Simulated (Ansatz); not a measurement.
Cost and result up the ladder for the cluster Cu4S3 (7 atoms). The state is a singlet with charge 0. Geometry: r2SCAN-D4/def2-SVP.

```xyz
7

Cu   -0.894   -0.207    1.191
Cu   -0.620    1.976    0.099
Cu   -0.540   -0.162   -1.240
Cu    1.303    0.328    0.235
S     0.780    1.635   -1.512
S     0.914   -1.539    1.355
S    -0.944   -2.031   -0.129
```

Ansatz on 4 threads of Arm Neoverse V2 on a shared host. Times are rough, and most runs start from the orbitals of an earlier one. No level here is sound enough to serve as a yardstick. Binding counts from free atoms at the same level (Cu doublet, S triplet; other spins of the atoms weren't run), without zero-point energy or a counterpoise term.

No other spin state of charge 0 was run. Another isomer (singlet) lies 0.03 eV lower at PBE0-D4/def2-TZVP; other spin states weren't run for this one.

Run but left out: CCSD(T)/def2-SVP (restricted singlet, unstable towards broken spin symmetry).

```
                         level  functions  wall time  binding energy per atom (eV)                        remarks
           revPBE-D4/def2-TZVP        291      7.5 s                          2.63  restricted SCF unstable in HF
PBE-D4/def2-TZVP (with forces)        291      9.5 s                          2.77  restricted SCF unstable in HF
           r2SCAN-D4/def2-TZVP        291       20 s                          2.77  restricted SCF unstable in HF
        CAM-B3LYP-D4/def2-TZVP        291       20 s                          2.38  restricted SCF unstable in HF
             PBE0-D4/def2-TZVP        291       22 s                          2.52  restricted SCF unstable in HF
```
